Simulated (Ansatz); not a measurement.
Isolated molecules relaxed with PBE0-D4/def2-TZVP in Ansatz; ΔE leaves out vibrations. CCSD(T)/CBS is the MP2 limit (def2-TZVPP, def2-QZVPP) plus CCSD(T) − MP2 in def2-TZVPP, frozen cores. This one scheme is used for every species. Functionals use def2-TZVPP. HSE06 is defined as in plane-wave codes. For As outer-core shells are correlated without core-valence functions, which leaves a few kJ/mol of doubt a bond. Scalar relativity is left out up to krypton. Each species was taken in one conformer, which may not be the lowest.

`OC[SiH2][AsH2]` + ethane → `CCCO` + `[SiH3][AsH2]`  (formal exchange of groups at a C–Si bond)

Problem. Is it downhill or uphill in electronic energy at CCSD(T)/CBS, and by how much? (Estimate.)

Solution. The calculation gave: Uphill: ΔE = +12.7 kJ/mol.

Problem. What do these levels give: BLYP-D4, r2SCAN-D4, B97M-V, HSE06, CAM-B3LYP, RPA@PBE/def2-TZVPP, HF/def2-SVP, HF/def2-TZVPP, MP2/def2-TZVPP, HF/def2-QZVPP, SCS-MP2/def2-QZVPP, MP2/CBS(def2)? (Best estimate.)

Solution. The calculation gave: BLYP-D4 18.2, r2SCAN-D4 14.5, B97M-V 12.8, HSE06 12.5, CAM-B3LYP 11.2, RPA@PBE/def2-TZVPP 8.4, HF/def2-SVP 2.1, HF/def2-TZVPP 5.7, MP2/def2-TZVPP 13.2, HF/def2-QZVPP 5.6, SCS-MP2/def2-QZVPP 12.2, MP2/CBS(def2) 15.1 kJ/mol.

Largest T1 diagnostic among the species: 0.011.

Leaving LDA and LC-ωPBE aside and taking each functional with its dispersion term where it has one, the values, not all of them listed here, spread over 6.5 kJ/mol, from PBE-QIDH to BLYP-D4. LDA lies −4.8 kJ/mol from PBE without D4. The D4 term adds +3.2 kJ/mol with B3LYP and +1.9 kJ/mol with PBE0; it sums over pairs of atoms, weighted by their polarisabilities, and B3LYP, whose exchange is more repulsive, gets the larger term. From BLYP to BHLYP (50 % exact exchange), in def2-TZVPP and without D4, ΔE moves by −4.6 kJ/mol.

B3LYP here is the variant with VWN-RPA as its local correlation; programs differ in this.
